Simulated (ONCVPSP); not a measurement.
# Si (Z = 14): ONCV pseudisation with LDA (Perdew-Wang 92), scalar-relativistic reference atom.

Input for ONCVPSP 4.0.1:

```
# ATOM AND REFERENCE CONFIGURATION
# atsym  z   nc   nv     iexc    psfile
  Si 14.00    1    4  -001012      upf
#
#   n    l    f
    1    0    2.00
    2    0    2.00
    2    1    6.00
    3    0    2.00
    3    1    1.50
#
# PSEUDOPOTENTIAL AND OPTIMIZATION
# lmax
    1
#
#   l,   rc,      ep,       ncon, nbas, qcut
    0    0.80    0.00    4    7   15.90
    1    1.05    0.00    4    9   14.70
#
# LOCAL POTENTIAL
# lloc, lpopt,  rc(5),   dvloc0
    4    5    0.80    0.00
#
# VANDERBILT-KLEINMAN-BYLANDER PROJECTORs
# l, nproj, debl
    0    2    0.40
    1    3    3.40
#
# MODEL CORE CHARGE
# icmod, fcfact, rcfact
    3    2.75    1.05
#
# LOG DERIVATIVE ANALYSIS
# epsh1, epsh2, depsh
   -7.00    5.00    0.04
#
# OUTPUT GRID
# rlmax, drl
    6.00    0.01
#
# TEST CONFIGURATIONS
# ncnf
    4
# nvcnf
#   n    l    f
    4
    2    0    2.00
    2    1    6.00
    3    0    2.00
    3    1    2.00
#
    4
    2    0    2.00
    2    1    6.00
    3    0    2.00
    3    1    1.00
#
    4
    2    0    2.00
    2    1    6.00
    3    0    2.00
    3    1    0.00
#
    4
    2    0    2.00
    2    1    5.00
    3    0    2.00
    3    1    2.00
#
```

Command:

```bash
oncvpsp.x < Si.dat > Si.out
```

Output (shortened: citation, most of the input echo, consistency checks and plot data are left out):

```
ONCVPSP  (Optimized Norm-Conservinng Vanderbilt PSeudopotential)
scalar-relativistic version 4.0.1

#   n    l    f        energy (Ha)
    1    0    2.00    -6.5522645E+01
    2    0    2.00    -5.2615603E+00
    2    1    6.00    -3.6766286E+00
    3    0    2.00    -5.4350180E-01
    3    1    1.50    -2.8508832E-01

Reference configufation results
  iterations    23
  all-electron total energy (Ha)   -2.88712723D+02

Begin loop to  construct optimized pseudo wave functions
and semi-local pseudopoentials for all angular momenta

Calculating optimized projector #   1

 for l=   0

    Fraction of norm inside rc  0.838886
    Optimizing pswf for qcut=  15.92 a_B^-1,  ecut= 126.71 Ha
    Residual kinetic energy error=  6.67D-07 Ha

    Energy error per electron        Cutoff
         Ha          eV             Ha
         0.01000     0.27211       56.34
         0.00100     0.02721       80.84
         0.00010     0.00272       98.81
         0.00001     0.00027      112.03

Calculating optimized projector #   2

 for l=   0

    Fraction of norm inside rc  0.038512
    Optimizing pswf for qcut=  15.92 a_B^-1,  ecut= 126.71 Ha
    Residual kinetic energy error=  4.24D-07 Ha

    Energy error per electron        Cutoff
         Ha          eV             Ha
         0.01000     0.27211       18.62
         0.00100     0.02721       65.24
         0.00010     0.00272       89.62
         0.00001     0.00027      107.15

   Wellstate for l =  1  n =  5
     eigenvalue =   3.1149
     asymptotic potential =   3.6149
     half-point radius =  2.9941

Calculating optimized projector #   1

 for l=   1

    Fraction of norm inside rc  0.947099
    Optimizing pswf for qcut=  14.71 a_B^-1,  ecut= 108.26 Ha
    Residual kinetic energy error=  6.17D-07 Ha

    Energy error per electron        Cutoff
         Ha          eV             Ha
         0.01000     0.27211       67.22
         0.00100     0.02721       80.25
         0.00010     0.00272       90.67
         0.00001     0.00027       99.06

Calculating optimized projector #   2

 for l=   1

    Fraction of norm inside rc  0.037644
    Optimizing pswf for qcut=  14.71 a_B^-1,  ecut= 108.26 Ha
    Residual kinetic energy error=  4.70D-07 Ha

    Energy error per electron        Cutoff
         Ha          eV             Ha
         0.01000     0.27211       53.35
         0.00100     0.02721       71.30
         0.00010     0.00272       85.52
         0.00001     0.00027       96.04

Calculating optimized projector #   3

 for l=   1

    Fraction of norm inside rc  0.056545
    Optimizing pswf for qcut=  14.71 a_B^-1,  ecut= 108.26 Ha
    Residual kinetic energy error=  3.05D-06 Ha

    Energy error per electron        Cutoff
         Ha          eV             Ha
         0.01000     0.27211       60.90
         0.00100     0.02721       79.17
         0.00010     0.00272       92.47
         0.00001     0.00027      103.25

Construct Vanderbilt / Kleinmman-Bylander projectors

B matrix Hermiticity error, ll=   0
   1   2    5.5074E-04

  Orthonormal projector coefficients  1.1138E+01 -3.8129E-01

B matrix Hermiticity error, ll=   1
   1   2    2.6575E-04
   1   3    5.1017E-04
   2   3   -8.6943E-05

  Orthonormal projector coefficients -1.6098E+01 -7.3253E+00 -1.3487E+00

Model core correction analysis
  based on d2Exc/dn_idn_j

d2excae - all-electron derivatives

   -8.057722D-02   -7.473951D-02   -6.022442D-03   -3.412044D-03
   -7.474018D-02   -8.085484D-02   -6.338275D-03   -4.220211D-03
   -6.022412D-03   -6.338133D-03   -3.720447D-02   -3.108015D-02
   -3.412134D-03   -4.220306D-03   -3.108095D-02   -3.054990D-02

d2excps - pseudofunction derivatives with no core correction

   -8.175980D-02   -7.981681D-02   -6.448200D-03   -3.975834D-03
   -7.981695D-02   -8.135362D-02   -6.508578D-03   -4.192923D-03
   -6.448300D-03   -6.508457D-03   -3.725232D-02   -3.111304D-02
   -3.975986D-03   -4.193038D-03   -3.111384D-02   -3.054972D-02

rms 2nd derivative error    1.841573E-03

rmatch, rhocmatch    0.1979   94.3555

Teter function model core charge with specified parameters

d2excps - pseudofunction derivatives with core correction

   -7.948359D-02   -7.905906D-02   -6.238224D-03   -3.923851D-03
   -7.905891D-02   -8.101514D-02   -6.439248D-03   -4.170000D-03
   -6.238205D-03   -6.439120D-03   -3.723293D-02   -3.110828D-02
   -3.923978D-03   -4.170112D-03   -3.110908D-02   -3.054817D-02

rms 2nd derivative error    1.564780E-03

Pseudoatom total energy  -99.090769

Diagnostic tests using Vanderbilt-Kleinman-Bylander pseudopotentials
  1 or more projectors used as specified by nproj input data

   l    rcore       rmatch      e in        delta e   norm test  slope test

   0   0.8025270   0.8268935  -5.2615603  -0.0000338   1.0002061   1.0002224
   0   0.8025270   0.8268935  -0.5435018   0.0000188   1.0000870   1.0000913

   1   1.0504341   1.0823275  -3.6766286  -0.0000062   1.0001741   1.0001800
   1   1.0504341   1.0823275  -0.2850883   0.0000110   1.0000614   1.0000591
   1   1.0504341   1.0823275   3.1149117   0.0000834   1.0002918   1.0002918

 Testing for bound ghosts
   n   l    E NL Schr. Eq   E Basis Diag.   E Cutoff

   1   0       -5.261594       -5.261277    292.91
   2   0       -0.543483        0.095025    292.91

   2   1       -3.676635       -3.676608    454.22
   3   1       -0.285077       -0.002932    454.22

 Testing for highly-localized positive-energy ghosts
       l    <radius>/rc     E Basis Diag.   E Cutoff

Test configuration 0

   n   l     f        eae           eps        diff
   1   0  2.0000  -65.52264547
   2   0  2.0000   -5.26156034   -5.26159412   -3.38D-05
   2   1  6.0000   -3.67662857   -3.67663474   -6.17D-06
   3   0  2.0000   -0.54350180   -0.54348301    1.88D-05
   3   1  1.5000   -0.28508832   -0.28507732    1.10D-05

    Total energies and differences
      AE_ref= -2.88712723D+02  AE_tst= -2.88712723D+02  dif=  0.00D+00
      PS_ref= -9.90907693D+01  PS_tst= -9.90907693D+01  dif=  1.42D-14
      PSP excitation error= -1.42D-14

Test configuration 1

   n   l     f        eae           eps        diff
   1   0  2.0000  -65.35727083
   2   0  2.0000   -5.09873440   -5.09885693   -1.23D-04
   2   1  6.0000   -3.51356899   -3.51393071   -3.62D-04
   3   0  2.0000   -0.39979966   -0.39977881    2.08D-05
   3   1  2.0000   -0.15298098   -0.15297817    2.82D-06

    Total energies and differences
      AE_ref= -2.88712723D+02  AE_tst= -2.88821565D+02  dif= -1.09D-01
      PS_ref= -9.90907693D+01  PS_tst= -9.91996137D+01  dif= -1.09D-01
      PSP excitation error=  2.47D-06

Test configuration 2

   n   l     f        eae           eps        diff
   1   0  2.0000  -65.71359614
   2   0  2.0000   -5.44802722   -5.44795366    7.36D-05
   2   1  6.0000   -3.86347150   -3.86292795    5.44D-04
   3   0  2.0000   -0.70200597   -0.70198534    2.06D-05
   3   1  1.0000   -0.43168027   -0.43164680    3.35D-05

    Total energies and differences
      AE_ref= -2.88712723D+02  AE_tst= -2.88534085D+02  dif=  1.79D-01
      PS_ref= -9.90907693D+01  PS_tst= -9.89121329D+01  dif=  1.79D-01
      PSP excitation error=  1.54D-06

Test configuration 3

   n   l     f        eae           eps        diff
   1   0  2.0000  -66.16404174
   2   0  2.0000   -5.88265798   -5.88230725    3.51D-04
   2   1  6.0000   -4.29934030   -4.29702845    2.31D-03
   3   0  2.0000   -1.05319112   -1.05313950    5.16D-05

    Total energies and differences
      AE_ref= -2.88712723D+02  AE_tst= -2.87942142D+02  dif=  7.71D-01
      PS_ref= -9.90907693D+01  PS_tst= -9.83202458D+01  dif=  7.71D-01
      PSP excitation error=  5.74D-05

Test configuration 4

   n   l     f        eae           eps        diff
   1   0  2.0000  -66.80739710
   2   0  2.0000   -6.14967499   -6.13975475    9.92D-03
   2   1  5.0000   -4.60656785   -4.55599078    5.06D-02
   3   0  2.0000   -0.81969593   -0.82004033   -3.44D-04
   3   1  2.0000   -0.51934406   -0.51776584    1.58D-03

    Total energies and differences
      AE_ref= -2.88712723D+02  AE_tst= -2.84775868D+02  dif=  3.94D+00
      PS_ref= -9.90907693D+01  PS_tst= -9.51764657D+01  dif=  3.91D+00
      PSP excitation error=  2.26D-02
```

The run took about 4.6 s on one core of a shared server CPU.
